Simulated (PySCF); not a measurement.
Start geometry of `[SiH3]S[SiH2]Cl` from GFN2-xTB (Å):
```
atom  x, y, z in Å
Si1   -1.6964   -0.0918   -0.2490
S2    -0.0335    1.2386   -0.5880
Si3    1.6628    0.2451    0.2648
Cl4    1.8724   -1.6224   -0.4533
H5    -2.8183    0.6799   -0.7507
H6    -1.7731   -0.3548    1.1833
H7    -1.4584   -1.3191   -0.9952
H8     2.7788    1.0748   -0.1421
H9     1.4792    0.1556    1.7051
```

What comes out of this run: PySCF 2.14.0, PBE0-D3(BJ)/def2-SVP geometry optimisation, gas phase?

```
atom  x, y, z in Å
Si1    0.5009    0.2710   -1.6988
S2     2.1397    1.5979   -2.1762
Si3    3.6859    0.5899   -1.1106
Cl4    3.7849   -1.4054   -1.6592
H5    -0.7376    1.0760   -1.8882
H6     0.6185   -0.1802   -0.2806
H7     0.4832   -0.9106   -2.6046
H8     4.9616    1.2613   -1.4685
H9     3.4430    0.6155    0.3568
```

The energy falls by 0.147 eV over 9 energy and gradient evaluations, the largest force component goes from 0.0216 to 1.4e-04 Eh/bohr, and the atoms move by 0.224 Å rms after alignment. The bond that changes most is Si3–Cl4 (chlorine-bound silicon to silicon-bound chlorine), which lengthens by 0.060 Å. Bonds longer at the end by more than 0.005 Å: 7 of 8; shorter: 1. Among the angles that change most is Si1–S2–Si3, from 105.2° to 98.6°. Among the dihedrals that turn most is H7–Si1–S2–Si3, from -64° to -83°. Rotational constants go from 4066, 1521, 1201 to 3783, 1637, 1256 MHz. The orientation of the end geometry is arbitrary; only internal coordinates are fixed.

The run used 97 basis functions and 55 SCF cycles in all. Time: 30 s wall. Hardware: Arm Neoverse V1, one thread, shared host.

No PBE0-D3(BJ)/def2-SVP frequencies stand behind this structure, so it isn't proved a minimum. The numbers are those of one conformer.
